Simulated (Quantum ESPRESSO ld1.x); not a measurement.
These are the eigenvalues of the occupied orbitals of an atom or ion with whole-number occupations (eV). Calculated with ld1.x of Quantum ESPRESSO 7.5: non-relativistic Kohn-Sham, LDA (Slater exchange, Perdew-Zunger correlation), spin-polarised, spherical densities, point nucleus, Latter tail correction.

1s: -0.4722

Which element is it, and in what charge state? The configuration may be excited. Open shells, if any, are filled with parallel spins first.

Answer. Z = 1, hydrogen, charge -1: H- in [He]. The 1s level, -0.017351 hartree, gives Z - s = 0.2 by -(Z - s)^2/2, which with screening narrows Z to a few neighbours, and with so few levels the electron count can be read from the list.
